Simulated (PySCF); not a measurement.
Molecule: `O=Cc1ccncc1`, C$_{6}$H$_{5}$NO.

Atoms are numbered as in `[O:1]=[CH:2][c:3]1[cH:4][cH:5][n:6][cH:7][cH:8]1`. Each H is labelled by its parent atom.

Spin–spin couplings on one PBE0-D3(BJ)/def2-SVP geometry, PySCF, gas phase, non-relativistic, equivalent pairs averaged (spin–dipole term only in couplings to heteroatoms); isotopes 13C, 1H, 17O; functional B3LYP.

**Question.** How do the couplings (Hz) change with the basis set? Times are CPU seconds on 1 thread of an x86-64 server CPU, shared host. Far from the basis limit: 6-31G-J, pcJ-0, 6-31G*, def2-TZVP, cc-pVTZ.

**Answer.** 
| basis set | functions | 1J(C5,H(C5)) | 1J(C2,H(C2)) | 1J(C4,H(C4)) | 1J(C3,C4) | 1J(C4,C5) | 1J(C2,C3) | 1J(O1,C2) | core-s |
| --- | --- | --- | --- | --- | --- | --- | --- | --- | --- |
| 6-31G-J | 116 | 199.1 | 188.3 | 179.9 | 60.5 | 57.4 | 54.7 | 47.7 | 26 |
| pcJ-0 | 119 | 171.0 | 163.9 | 158.3 | 48.7 | 44.2 | 40.8 | 56.1 | 28 |
| 6-31G* | 122 | 181.4 | 177.7 | 163.3 | 80.8 | 77.2 | 62.8 | 12.0 | 20 |
| pcJ-1 | 266 | 189.7 | 180.8 | 172.7 | 61.1 | 59.0 | 55.6 | 33.3 | 56 |
| def2-TZVP | 278 | 180.6 | 172.2 | 164.4 | 60.8 | 58.1 | 54.5 | 36.7 | 69 |
| cc-pVTZ | 310 | 170.8 | 164.9 | 156.1 | 62.2 | 58.8 | 43.4 | 25.2 | 66 |

The Fermi-contact term samples the wavefunction at the nucleus, which is why sets with added tight s functions (names with J) are made for couplings.
